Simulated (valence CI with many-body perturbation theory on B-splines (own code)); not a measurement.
As X: M1 decay

Computed by configuration interaction combined with many-body perturbation theory (CI+MBPT): six valence electrons over a frozen Dirac-Fock core [Ar], radial functions for each j: 7 s, 7 p, 8 d, 6 f, 4 g, 1 h, with the one-electron correlation potential Σ1, the two-electron term Σ2, the three-electron term Σ3, Breit, model QED; selected CI, second order for the rest, scaled by the run's own slope (own B-spline code, finite nucleus).

No measured levels were compared; by estimate terms of the open shell hold to 2 to 4 % of their energy, and close levels can change places. Core correlation moves these levels by up to 5000 cm⁻¹, and in measured spectra 5 to 20 % of such shifts remained as error; rates that hang on mixing are uncertain with them. Among the levels kept, up to 1300 cm⁻¹ of a level comes from second order outside the variational space, and about a tenth of that is noise between levels of different J, which matters for small intervals. The list stops below the first excitations out of the core. Only levels of the ground parity were solved; by the run's estimate the other parity begins above the list, which can be wrong where configurations are misplaced.

Lines 1 to 50 of 120 in falling wavelength, among levels below 541370 cm⁻¹, chosen from the decays that carry over 1 % of a level's rate. Wavelengths and rates use the calculated energies, so an error of 2000 cm⁻¹ moves a line at 2617 nm by 52 % and its rate by three times that or more. Weak lines are less certain than strong ones. Lines between different terms over intervals too small for the method are left out, as are lines whose strength nearly cancels. Intervals below about 2000 cm⁻¹, as at the head of this list, are uncertain by tens of per cent. Branching is blank where the lifetime is uncertain.

Names give the largest LS component (configuration and term), which can be under half, so a name can repeat, a term be missing and a line seem to break the LS rules; names also repeat where a configuration has a term twice. Letters in brackets count levels of one name in rising energy.

```tsv
λ vac (nm)	Upper	Lower	Type	A (s⁻¹)	Branch %
28140	3d6 3H_5	3d6 3H_4	M1	7.73e-04	1.1
17070	3d6 5D_0	3d6 5D_1	M1	3.22e-02	100.0
8785	3d6 3H_5	3d6 3H_6	M1	3.39e-02	47.2
8285	3d6 5D_1	3d6 5D_2	M1	1.64e-01	100.0
5394	3d6 5D_2	3d6 5D_3	M1	4.08e-01	100.0
3633	3d6 3G_4	3d6 3G_5	M1	4.83e-01	6.2
3192	3d6 5D_3	3d6 5D_4	M1	1.06e+00	100.0
2617	3d6 3F_4 [a]	3d6 3H_5	M1	5.27e-01	1.7
2394	3d6 3F_4 [a]	3d6 3H_4	M1	1.47e+00	4.7
2096	3d6 3F_3 [a]	3d6 3H_4	M1	1.10e+00	3.8
1617	3d6 3G_5	3d6 3F_4 [a]	M1	7.04e-01	9.1
1241	3d6 3G_3	3d6 3F_2 [a]	M1	1.67e+00	14.3
1147	3d6 3P_1 [a]	3d6 3P_2 [a]	M1	1.54e+01	22.2
1119	3d6 3G_4	3d6 3F_4 [a]	M1	2.53e+00	32.2
1081	3d6 3G_3	3d6 3F_3 [a]	M1	3.14e+00	26.9
1016	3d6 3G_3	3d6 3F_4 [a]	M1	3.74e-01	3.2
999.4	3d6 3G_5	3d6 3H_5	M1	2.39e+00	30.9
965.1	3d6 3G_5	3d6 3H_4	M1	1.11e-01	1.4
897.3	3d6 3G_5	3d6 3H_6	M1	4.35e+00	56.1
851.8	3d6 1D_2 [a]	3d6 3D_3	M1	2.87e+00	5.9
821.5	3d6 1D_2 [a]	3d6 3D_1	M1	2.87e+00	5.9
783.8	3d6 3G_4	3d6 3H_5	M1	6.55e-01	8.4
775.0	3d6 1D_2 [a]	3d6 3D_2	M1	6.16e-01	1.3
713.2	3d6 3G_3	3d6 3H_4	M1	3.40e+00	29.1
675.0	3d6 3D_1	3d6 3P_0 [a]	M1	8.03e-01	2.8
635.1	3d6 1G_4 [a]	3d6 3G_5	M1	6.50e-01	1.3
592.8	3d6 3D_1	3d6 3P_1 [a]	M1	3.93e+00	13.9
558.1	3d6 3F_4 [b]	3d6 1F_3	M1	6.06e+00	
555.5	3d6 3F_2 [b]	3d6 1F_3	M1	1.11e+01	16.6
537.6	3d6 3D_2	3d6 3F_3 [a]	M1	1.15e+00	5.2
506.0	3d6 3D_3	3d6 3F_3 [a]	M1	6.95e-01	2.0
491.2	3d6 3D_3	3d6 3F_4 [a]	M1	5.33e-01	1.5
468.7	3d6 1G_4 [a]	3d6 3F_3 [a]	M1	7.80e+00	15.5
458.7	3d6 1I_6	3d6 3H_5	M1	4.34e+00	35.2
456.0	3d6 1G_4 [a]	3d6 3F_4 [a]	M1	2.41e+01	48.0
449.4	3d6 1D_2 [a]	3d6 3G_3	M1	1.04e+00	2.2
435.9	3d6 1I_6	3d6 3H_6	M1	7.88e+00	64.0
416.6	3d6 1F_3	3d6 3D_3	M1	3.33e+00	
407.6	3d6 3D_3	3d6 3H_4	M1	6.12e-01	1.7
402.3	3d6 3D_2	3d6 3P_2 [a]	M1	5.77e+00	25.9
397.3	3d6 1F_3	3d6 3D_2	M1	2.55e+00	
390.9	3d6 3D_1	3d6 3P_2 [a]	M1	4.54e-01	1.6
388.3	3d6 1G_4 [a]	3d6 3H_5	M1	1.66e+01	33.0
384.4	3d6 3D_3	3d6 3P_2 [a]	M1	5.15e+00	14.6
361.0	3d6 3P_1 [b]	3d6 1D_2 [a]	M1	3.79e+00	
355.9	3d6 3P_1 [b]	3d6 1S_0 [a]	M1	8.48e+00	
349.1	3d6 1S_0 [a]	3d6 3P_1 [a]	M1	1.07e+02	99.8
344.3	3d6 1D_2 [a]	3d6 3P_1 [a]	M1	2.80e+00	5.8
329.9	3d6 1D_2 [a]	3d6 3F_2 [a]	M1	1.18e+01	24.4
317.4	3d6 1D_2 [a]	3d6 3F_3 [a]	M1	1.86e+01	38.6
```
